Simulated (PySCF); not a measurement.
# A small calculation by hand: dipole moment from atomic charges

CH₃F₃OSn, SMILES [Sn]([F])([O]C)([F])[F]. Atoms are numbered in the order given.

```xyz
9

C     -0.0175    -2.6699     0.0000
O     -0.8276    -1.5098     0.0000
Sn    -0.0204     0.2594     0.0000
F      1.0928     0.5462     1.5300
F     -1.3853     1.5896     0.0000
F      1.0928     0.5462    -1.5300
H     -0.6984    -3.5344     0.0000
H      0.6215    -2.7384     0.8975
H      0.6215    -2.7384    -0.8975
```

Geometry: PBE0-D3(BJ)/def2-SVP. The structure was generated by enumeration; whether it is a known compound was not checked. The def2 effective core potentials stand for the cores of Sn; spin–orbit coupling is left out. The values are those of a single conformer.

Charges (e) from PBE0/def2-TZVP (PySCF):

| atom | Mulliken | ESP fit |
|---|---|---|
| C1 | -0.223 | -0.227 |
| O2 | -0.476 | -0.379 |
| Sn3 | 1.617 | 1.307 |
| F4 | -0.448 | -0.365 |
| F5 | -0.440 | -0.354 |
| F6 | -0.448 | -0.365 |
| H7 | 0.145 | 0.153 |
| H8 | 0.137 | 0.115 |
| H9 | 0.137 | 0.115 |

The dipole moment of the full density is 2.82 D.

Task: What dipole moment does each set of point charges give, and which comes closer to that of the density?

Result: 
μ = Σ q r, and 1 e Å = 4.8032 D.
Mulliken: Σ q r = (0.064, -0.718, 0.000) e Å, |μ| = 3.46 D.
ESP fit: Σ q r = (0.020, -0.615, 0.000) e Å, |μ| = 2.95 D.
ESP fit comes closer in size. Point charges leave out the atoms' own dipoles (lone pairs, polarised bonds); fits to the potential absorb them, partitions of the density don't.
